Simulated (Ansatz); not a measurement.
Cost and result for the atomization energy of CH8GeOSi (`[OH][GeH2][CH2][SiH3]`) (12 atoms, 11 bonds).

Z-matrix (Å, degrees):
```
Ge
C 1 1.955
O 1 1.784 2 109.1
H 1 1.544 2 110.2 3 -120.6
H 1 1.535 2 112.3 3 114.6
Si 2 1.868 1 113.4 3 64.9
H 2 1.094 1 107.4 3 -57.0
H 2 1.095 1 108.7 3 -173.1
H 3 0.960 1 112.6 2 -63.1
H 6 1.488 2 110.0 1 66.4
H 6 1.487 2 112.1 1 -172.5
H 6 1.491 2 110.1 1 -52.2
```

The species carries charge 0 and has multiplicity 1. Correlated methods include outer-core shells of Ge, which these sets cover unevenly. Scalar relativity is left out up to krypton. All single points use the PBE0-D4/def2-TZVP geometry. It is one conformer, not always the lowest. Program: Ansatz. All runs use 4 threads of an AMD EPYC 9R45 on a shared host. Times are those of one run each, without the atoms' runs, and a repeat can differ threefold. Electronic energies, without spin–orbit coupling; frozen cores. CCSD(T)/CBS adds CCSD(T) − MP2 in def2-TZVPP to the MP2 limit, and its time is that of the two runs behind it. T1 = 0.011. With those shells the extrapolation isn't a true limit. B3LYP takes the VWN-RPA correlation (the form of Gaussian; ORCA's B3LYP/G).

CCSD(T)/CBS is a level of theory with its own doubt, some kJ/mol a heavy atom from the limit and from the frozen cores, so smaller differences don't rank the functionals.

| level | functions | wall time |
| --- | --- | --- |
| PBE-D4/def2-TZVPP (with forces) | 264 | 1.1 s |
| PBE0-D4/def2-TZVPP | 264 | 1.4 s |
| r2SCAN-D4/def2-TZVPP (with forces) | 264 | 1.8 s |
| B3LYP-D4/def2-TZVPP (with forces) | 264 | 2 s |
| B2PLYP/def2-TZVPP | 264 | 2.1 s |
| ωB97X-V/def2-TZVPP | 264 | 3.2 s |
| ωB97M-V/def2-TZVPP (with forces) | 264 | 4.4 s |
| MP2/def2-QZVPP | 513 | 9 s |
| CCSD(T)/def2-TZVPP | 264 | 63 s |
| CCSD(T)/CBS(def2) | – | 72 s |

(1) What atomization energy does each give, and how far from CCSD(T)/CBS? (Best estimate.)

Results:

(1) Computed: 
| level | atomization (kcal/mol) | difference from CCSD(T)/CBS | per bond |
| --- | --- | --- | --- |
| PBE-D4/def2-TZVPP (with forces) | 930.9 | -6.6 | -0.6 |
| PBE0-D4/def2-TZVPP | 922.6 | -14.9 | -1.4 |
| r2SCAN-D4/def2-TZVPP (with forces) | 932.6 | -4.9 | -0.4 |
| B3LYP-D4/def2-TZVPP (with forces) | 928.6 | -8.9 | -0.8 |
| B2PLYP/def2-TZVPP | 920.4 | -17.1 | -1.6 |
| ωB97X-V/def2-TZVPP | 937.8 | 0.3 | 0.0 |
| ωB97M-V/def2-TZVPP (with forces) | 931.7 | -5.8 | -0.5 |
| MP2/def2-QZVPP | 931.1 | -6.4 | -0.6 |
| CCSD(T)/def2-TZVPP | 916.6 | -20.9 | -1.9 |
| CCSD(T)/CBS(def2) | 937.5 | 0.0 | 0.0 |

From PBE to PBE0 (25 % exact exchange), in def2-TZVPP and without D4, the atomization energy moves by −7.4 kcal/mol: exact exchange takes away binding that semilocal exchange gives to molecules. The D4 term adds +9.5 kcal/mol with B3LYP and +5.0 kcal/mol with PBE0; it sums over pairs of atoms, weighted by their polarisabilities, and B3LYP, whose exchange is more repulsive, gets the larger term. In def2-TZVPP, CCSD(T) changes the Hartree–Fock value by +228.2 kcal/mol (the triples alone add +10.6 kcal/mol) and MP2 by +230.3 kcal/mol; breaking electron pairs costs correlation energy, which Hartree–Fock lacks.
